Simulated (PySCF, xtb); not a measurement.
B₃H₅N₃, SMILES [B]1NBNBN1 (connectivity only; charge and spin as stated), charge +1, multiplicity 1.

Harmonic wavenumbers (cm⁻¹) from GFN2-xTB (xtb) at its own minimum, in rising order: 264, 329, 418, 461, 486, 600, 645, 707, 723, 774, 834, 895, 906, 933, 984, 1033, 1052, 1195, 1248, 1251, 1335, 1774, 2730, 2731, 3422, 3448, 3453.

Problem. What does B3LYP-D3(BJ)/def2-SVP run with PySCF give at its own minimum? (An estimate is asked for; the answer gives what the named calculation found.)

Solution. 292, 342, 466, 471, 510, 512, 608, 736, 803, 895, 898, 899, 923, 959, 1014, 1024, 1117, 1233, 1264, 1334, 1429, 1817, 2723, 2726, 3580, 3619, 3625. Paired by order, the mean absolute difference is 55 cm⁻¹ and the zero-point energies are 49.5 and 51.2 kcal/mol.
